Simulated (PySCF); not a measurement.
The same groups moved round the core (furan mercapto+boryl). Gas-phase values, no solvent. One relaxed conformer stands for each flexible species; it need not be the lowest. Strings in code marks are SMILES.

The HOMO from two functionals at the same geometries (PBE0-D3(BJ)/def2-SVP), both in PySCF: PBE-D3(BJ)/def2-TZVP and PBE0-D3(BJ)/def2-TZVP. 

| species | PBE-D3(BJ)/def2-TZVP (eV) |
|---|---|
| `c1c(S)cc(B)o1` | -6.05 |
| `Bc1ccc(S)o1` | -5.67 |
| `Bc1coc(S)c1` | -5.98 |
| `Bc1cocc1S` | -5.40 |

Problem. What does PBE0-D3(BJ)/def2-TZVP give for each?

Solution. 
- `c1c(S)cc(B)o1`: -7.16
- `Bc1ccc(S)o1`: -6.56
- `Bc1coc(S)c1`: -6.98
- `Bc1cocc1S`: -6.43
Over these rows, drawn at random from the members with no instability flagged (it was tested for open shells, ions and some series alone), PBE minus PBE0-D3(BJ): mean +1.01 eV, from +0.89 eV to +1.11 eV.
